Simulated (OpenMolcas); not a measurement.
## Al III: RASPT2 settings compared

* Program: OpenMolcas 26.06
* Basis: ANO-RCC-VTZP [5s4p2d1f]
* Scalar Hamiltonian: DKH2, point nucleus
* Active space: 1 electron in 9 orbitals (RAS2 3s 3p; RAS3 3d, at most 1 electron)
* State averaging: 2S+1 = 2 even, 1 root; 2S+1 = 2 odd, 3 roots
* Spin-orbit coupling: state interaction with AMFI integrals over the reference wave functions, term energies averaged over their components

Methods on the same reference wave functions:
A. RASSCF
B. SS-RASPT2, IPEA 0.3 Eh, imaginary shift 0.2 Eh (closed shells correlated: 2s 2p)
C. SS-RASPT2, IPEA 0.15 Eh, sigma2 regulariser 0.4 Eh (closed shells correlated: 2s 2p)
D. SS-RASPT2, IPEA 0.3 Eh, no level shift (closed shells correlated: 2s 2p)

Energies in cm-1 above 3s 2S 1/2, the measured ground level; measured values from NIST levels in Kelleher and Podobedova, J. Phys. Chem. Ref. Data 37, 709 (2008).

| Level | A | B | C | D | Measured |
| --- | --- | --- | --- | --- | --- |
| 3s 2S 1/2 | 0.0 | 0.0 | 0.0 | 0.0 | 0.0 |
| 3p 2P* 1/2 | 52828 | 53511 | 53517 | 53511 | 53683 |
| 3p 2P* 3/2 | 53019 | 53702 | 53708 | 53702 | 53917 |

Deviations, from unrounded energies. A percentage is the sum of absolute deviations over the sum of measured energies, with the sign that they share, or ± where signs differ.

```
           Against measurement  Levels     A     B     C     D
mean absolute deviation (cm-1)       2   880   190   190   190
      other configurations (%)       2  -1.6  -0.4  -0.3  -0.4
```

B, C, D lie about equally close to measurement and A furthest from it. The largest miss of C in the table is 3p 2P* 3/2, by -210 cm-1. The ranking rests on the paired levels alone, and a cruder setting can come out closer through cancelling errors.

Among B to D the level of the table that moves most is 3p 2P* 1/2, by 5.5 cm-1 (lowest in B, highest in C).

The lowest spin-free term lies below A's lowest term by 0.206 hartree in B, 0.206 hartree in C, 0.206 hartree in D.

With one active electron outside closed inactive shells, the extra shells (3d) add no correlation to the reference. With one active electron the reference holds no correlation, so core polarisation is missing (holds for A). With one active electron, CASPT2 adds the correlation within the correlated inactive shells and between them and that electron, and leaves the splitting within a term as the reference gives it (holds for B; C; D). Computed and measured levels are paired by configuration, term and J; levels that our copy of the source lacks, or whose pairing is in doubt (as where it misses far off the trend of its configuration), stay unpaired and out of the deviations. Only configurations of the active space appear.

* marks odd parity.
